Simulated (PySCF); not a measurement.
C4H9, SMILES [CH2]C(C)C, multiplicity 2. Atoms are numbered in the order given.

```xyz
13

C      0.1130    -1.4849     0.0000
C     -0.3711    -0.0686     0.0000
C      0.0925     0.6815    -1.2646
C      0.0925     0.6815     1.2646
H     -0.5714    -2.3362     0.0000
H      1.1888    -1.6900     0.0000
H     -1.4755    -0.0783     0.0000
H     -0.2792     1.7196    -1.2665
H     -0.2667     0.1861    -2.1797
H      1.1940     0.7183    -1.3123
H     -0.2792     1.7196     1.2665
H     -0.2667     0.1861     2.1797
H      1.1940     0.7183     1.3123
```
Charge 0, spin multiplicity 2.

Geometry: B3LYP-D3(BJ)/def2-SVP. A frequency run showed that this geometry is not a minimum. The isomer is the one that the SMILES or the coordinates give; other isomers of the formula were not compared.

Level of theory: PySCF with ωB97X/def2-TZVP.

ESP charges are fitted to the potential on shells at 1.4 to 2.0 van der Waals radii. Atomic charges (e):

```csv
atom,meta-Löwdin,Mulliken,ESP fit,Löwdin,Mulliken spin
C1,-0.26,-0.37,-0.64,-0.16,1.00
C2,-0.05,0.02,0.74,-0.36,-0.05
C3,-0.32,-0.35,-0.72,-0.29,0.02
C4,-0.32,-0.35,-0.72,-0.29,0.02
H5,0.12,0.15,0.18,0.11,-0.02
H6,0.11,0.14,0.20,0.11,-0.01
H7,0.10,0.07,-0.05,0.15,0.00
H8,0.10,0.11,0.16,0.12,0.01
H9,0.11,0.12,0.17,0.12,0.00
H10,0.10,0.11,0.18,0.12,0.00
H11,0.10,0.11,0.16,0.12,0.01
H12,0.11,0.12,0.17,0.12,0.00
H13,0.10,0.11,0.18,0.12,0.00
```

Give the Mayer and Wiberg (Löwdin basis) orders of the bonds. (An estimate is asked for; the answer gives what the named calculation found.)


```json
[
 {"bond": "C1–C2", "Mayer": "0.98", "Wiberg": "1.35"},
 {"bond": "C2–C3", "Mayer": "0.96", "Wiberg": "1.21"},
 {"bond": "C2–C4", "Mayer": "0.96", "Wiberg": "1.21"},
 {"bond": "C1–H5", "Mayer": "0.98", "Wiberg": "0.95"},
 {"bond": "C1–H6", "Mayer": "0.97", "Wiberg": "0.94"},
 {"bond": "C2–H7", "Mayer": "0.98", "Wiberg": "0.80"},
 {"bond": "C3–H8", "Mayer": "0.98", "Wiberg": "0.90"},
 {"bond": "C3–H9", "Mayer": "0.98", "Wiberg": "0.91"},
 {"bond": "C3–H10", "Mayer": "0.97", "Wiberg": "0.90"},
 {"bond": "C4–H11", "Mayer": "0.98", "Wiberg": "0.90"},
 {"bond": "C4–H12", "Mayer": "0.98", "Wiberg": "0.91"},
 {"bond": "C4–H13", "Mayer": "0.97", "Wiberg": "0.90"}
]
```
